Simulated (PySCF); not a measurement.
Constitutional and geometric isomers with formula C2H4N2. All species are isolated molecules in the gas phase. One relaxed conformer stands for each flexible species; it need not be the lowest. Strings in code marks are SMILES.

The HOMO–LUMO gap from two functionals at the same geometries (r2SCAN-D4/def2-TZVP), both in PySCF: PBE-D3(BJ)/def2-TZVP and r2SCAN-D4/def2-TZVP. 

| species | PBE-D3(BJ)/def2-TZVP (eV) | r2SCAN-D4/def2-TZVP (eV) |
|---|---|---|
| `N#CNC` | 5.58 | 6.37 |
| `[H]/N=C\C=N/[H]` (N–C–C–N torsion 180°) | 3.16 | 3.60 |
| `CN=C=N` | 5.96 | 6.58 |
| `N=C=CN` | 3.14 | 3.60 |

Over these rows, drawn at random from the members with no instability flagged (it was tested for open shells, ions and some series alone), PBE minus r2SCAN-D4: mean -0.58 eV, from -0.79 eV to -0.44 eV.
